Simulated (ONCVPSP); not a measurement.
**Cutoff test, platinum (Pt), ONCV**

| Item | Value |
| --- | --- |
| Element | Pt (Z = 78) |
| Generator | ONCVPSP 4.0.1 |
| Type | optimised norm-conserving Vanderbilt (ONCV) |
| Functional | LDA (Perdew-Wang 92) |
| Relativity | fully relativistic |
| Frozen core | [Kr] 4d10 4f14 |
| Valence charge | 18 |
| Reference configuration | 5s2 5p6 5d9 6s1 |
| Partial waves | 5s+6s: rc 1.85 bohr, ncon 4, nbas 7, qcut 7.3 1/bohr, 2 projectors; 5p: rc 1.30 bohr, ncon 3, nbas 6, qcut 7 1/bohr, 2 projectors, debl 1.5 Ha; 5d: rc 1.65 bohr, ncon 4, nbas 7, qcut 6.1 1/bohr, 2 projectors, debl 3.5 Ha |
| Local potential | polynomial inside 1.30 bohr (lpopt 5, dvloc0 2 Ha) |
| Core correction | Teter function, fcfact 6, rcfact 1.05 |

Open shells are filled in proportion to 2j + 1.

In the p channel the program set the typed energies aside and used -1.918, 0.250 Ha (j = l + 1/2; the other j can differ).

Q: For each optimised wave give the share of its norm inside rc, the residual kinetic energy above qcut (Ha) and the cutoffs (Ha) for errors of 10, 1, 0.1 and 0.01 mHa per electron.

A:

| wave | norm inside rc | residual KE | 10 mHa | 1 mHa | 0.1 mHa | 0.01 mHa |
| --- | --- | --- | --- | --- | --- | --- |
| 5s | 0.990 | 3.3e-07 | 6.7 | 15.6 | 19.7 | 22.6 |
| 6s | 0.137 | 2.6e-06 | 5.8 | 16.5 | 21.3 | 24.7 |
| 5p j=3/2 | 0.703 | 1.3e-03 | 14.7 | 26.8 | 74.5 | not reached |
| p projector 2 j=3/2 | 0.059 | 4.1e-04 | 8.9 | 21.5 | 39.0 | 73.8 |
| 5p j=1/2 | 0.796 | 8.1e-04 | 12.3 | 23.2 | 71.3 | not reached |
| p projector 2 j=1/2 | 0.053 | 3.5e-04 | 10.5 | 15.0 | 39.8 | 76.9 |
| 5d j=5/2 | 0.545 | 6.3e-04 | 13.9 | 17.8 | 33.5 | 59.8 |
| d projector 2 j=5/2 | 0.104 | 2.2e-03 | 15.7 | 19.9 | 32.5 | 55.2 |
| 5d j=3/2 | 0.590 | 1.1e-03 | 14.7 | 19.1 | 50.1 | 62.8 |
| d projector 2 j=3/2 | 0.107 | 3.2e-03 | 16.3 | 20.7 | 35.0 | 60.1 |

The occupied waves need 27 Ha and 74 Ha for 1 and 0.1 mHa.
